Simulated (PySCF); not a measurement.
A structure optimised at B3LYP-D3(BJ)/def2-SVP, used in a PySCF frequency run:

```xyz
14

Si     0.0000     0.0000     0.3836
C     -1.5476     0.8935    -0.2252
C      1.5476     0.8935    -0.2252
C      0.0000    -1.7871    -0.2252
H      0.0000     0.0000     1.8816
H     -1.5802     0.9123    -1.3274
H     -2.4633     0.3938     0.1306
H     -1.5727     1.9364     0.1306
H      2.4633     0.3938     0.1306
H      1.5802     0.9123    -1.3274
H      1.5727     1.9364     0.1306
H      0.0000    -1.8246    -1.3274
H     -0.8906    -2.3302     0.1306
H      0.8906    -2.3302     0.1306
```

### Question
Write its SMILES, formula and point group.

### Answer
C[SiH](C)C, C3H10Si, C3v

### Question
What are its rotational constants (standard atomic weights)?

### Answer
5.2465, 5.2465, 3.1047 GHz
